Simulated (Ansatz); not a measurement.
Ansatz (an electronic-structure program) input (CCSD(T)/6-31G):

Ansatz 0.2 input:
```yaml
crystal:
  periodic: [false, false, false]
  atoms:
    - {symbol: C, position_ang: [1.63556815, 0.05486500, 0.11520225]}
    - {symbol: C, position_ang: [0.46822139, -0.75086968, -0.32285805]}
    - {symbol: C, position_ang: [-0.84603114, -0.30944513, 0.29343822]}
    - {symbol: F, position_ang: [-1.13289994, 1.00675974, -0.08397059]}
    - {symbol: H, position_ang: [1.52258125, 1.11061883, 0.31659219]}
    - {symbol: H, position_ang: [2.63304960, -0.35995624, 0.09317250]}
    - {symbol: H, position_ang: [0.35432244, -0.70670829, -1.41792552]}
    - {symbol: H, position_ang: [0.61564495, -1.81003933, -0.08488482]}
    - {symbol: H, position_ang: [-0.80191164, -0.32928802, 1.38458103]}
    - {symbol: H, position_ang: [-1.67413743, -0.93276586, -0.05049448]}
basis:
  gaussian:
    orbitals: 6-31G
magnetization: {spin_polarized: true, initial_magnetization: 1}
correlation: {method: ccsd_t, electrons: outside_noble_gas}
```

End of the output:

```
4 core orbitals not correlated
reference -5888.82811297 eV, -216.4104415606 hartree; 13, 12 occupied and 31, 32 virtual orbitals, 648 factors
second order -10.04644522 eV of doubles, -0.00000000 eV of singles
coupled cluster: 0.17 GiB planned
cycle   1  -10.64811264 eV  change   -6.0e-1 eV  update   7.7e-2
cycle   2  -11.00782585 eV  change   -3.6e-1 eV  update   2.6e-2
cycle   3  -11.10742510 eV  change   -1.0e-1 eV  update   1.2e-2
cycle   4  -11.11311460 eV  change   -5.7e-3 eV  update   4.0e-3
cycle   5  -11.11364655 eV  change   -5.3e-4 eV  update   1.7e-3
cycle   6  -11.11400912 eV  change   -3.6e-4 eV  update   6.5e-4
cycle   7  -11.11403241 eV  change   -2.3e-5 eV  update   2.1e-4
cycle   8  -11.11404815 eV  change   -1.6e-5 eV  update   8.3e-5
cycle   9  -11.11406260 eV  change   -1.4e-5 eV  update   3.1e-5
perturbative correction -0.20963127 eV, -0.0077038072 hartree
Total energy: -5900.15180685 eV, -216.8265796350 hartree
```

It need not be the lowest isomer of its formula.
